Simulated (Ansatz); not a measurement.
Cost and result for the atomization energy of C₄HF₇O (`FC1C(F)(F)OC(F)(F)C1(F)F`) (13 atoms, 13 bonds).

| atom | x (Å) | y (Å) | z (Å) |
| --- | --- | --- | --- |
| F1 | 1.927 | 0.344 | 1.166 |
| C2 | 0.665 | -0.009 | 0.853 |
| C3 | -0.239 | 1.195 | 0.555 |
| F4 | 0.450 | 2.212 | 0.041 |
| F5 | -0.870 | 1.646 | 1.639 |
| O6 | -1.189 | 0.764 | -0.357 |
| C7 | -0.897 | -0.475 | -0.884 |
| F8 | -1.048 | -0.446 | -2.198 |
| F9 | -1.745 | -1.386 | -0.391 |
| C10 | 0.556 | -0.802 | -0.443 |
| F11 | 1.417 | -0.341 | -1.358 |
| F12 | 0.754 | -2.114 | -0.290 |
| H13 | 0.220 | -0.589 | 1.667 |

Charge 0, multiplicity 1. The structure was optimised at the PBE0-D4/def2-TZVP level. Program: Ansatz. All runs use 4 threads of an AMD EPYC 7R13 on a shared host and a share of an NVIDIA H100 80 GB. Times are those of one run each, without the atoms' runs, and a repeat can differ threefold. Electronic energies, without spin–orbit coupling; frozen cores. CCSD(T)/CBS adds CCSD(T) − MP2 in def2-TZVPP to the MP2 limit, and its time is that of the two runs behind it. T1 = 0.012. B3LYP takes the VWN-RPA correlation (the form of Gaussian; ORCA's B3LYP/G). HSE06 is the plane-wave form, built on full-range PBE exchange.

CCSD(T)/CBS is a level of theory with its own doubt, some kJ/mol a heavy atom from the limit and from the frozen cores, so smaller differences don't rank the functionals.

```csv
level,functions,wall time,atomization (kJ/mol),difference from CCSD(T)/CBS,per bond
CAM-B3LYP-D4/def2-TZVPP,386,2.7 s,5702.7,54.7,4.2
PBE-D4/def2-TZVPP (with forces),386,3.3 s,5989.9,341.9,26.3
LDA (SPW92)/def2-TZVPP,386,3.6 s,7037.9,1389.9,106.9
PBE0-D4/def2-TZVPP,386,3.7 s,5731.2,83.2,6.4
HSE06-D4/def2-TZVPP,386,3.7 s,5738.8,90.8,7.0
r2SCANh-D4/def2-TZVPP,386,3.8 s,5639.5,-8.5,-0.7
B2PLYP/def2-TZVPP,386,3.9 s,5572.9,-75.1,-5.8
CCSD(T)/def2-SVP,173,4.2 s,5382.3,-265.7,-20.4
B97M-V/def2-TZVPP,386,5 s,5664.4,16.4,1.3
MP2/def2-QZVPP,714,5.5 s,5884.4,236.4,18.2
B3LYP-D4/def2-TZVPP (with forces),386,6 s,5600.9,-47.1,-3.6
CCSD(T)/def2-TZVPP,386,26 s,5479.5,-168.5,-13.0
CCSD(T)/CBS(def2),–,32 s,5648.0,0.0,0.0
```

From BLYP to BHLYP (50 % exact exchange), in def2-TZVPP and without D4, the atomization energy moves by −379.7 kJ/mol: exact exchange takes away binding that semilocal exchange gives to molecules. The D4 term adds +54.8 kJ/mol with B3LYP and +29.1 kJ/mol with PBE0; it sums over pairs of atoms, weighted by their polarisabilities, and B3LYP, whose exchange is more repulsive, gets the larger term. In def2-TZVPP, CCSD(T) changes the Hartree–Fock value by +1750.1 kJ/mol (the triples alone add +144.3 kJ/mol) and MP2 by +2056.0 kJ/mol; breaking electron pairs costs correlation energy, which Hartree–Fock lacks.
